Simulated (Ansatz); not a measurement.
```xyz
2

Cr    0.0000    0.0000    0.0000
C     0.0000    0.0000    2.0000
```

Basis set: pcseg-2. Charge 0. Computed with Ansatz (development build ahead of 0.2.0); the lowest solution found for each multiplicity.

**Question.** How do the multiplicities compare at this shape? Give, from the lowest of each method, HF (restricted) for 1, 3.

**Answer.**

```json
{"method": "HF, restricted", "multiplicity": "1", "E (eV)": "1.435", "<S²>": "0.00"}
{"method": "HF, restricted", "multiplicity": "3", "E (eV)": "0.000", "<S²>": "2.00"}
```

Caution for HF, restricted: an unrestricted determinant lies well below.
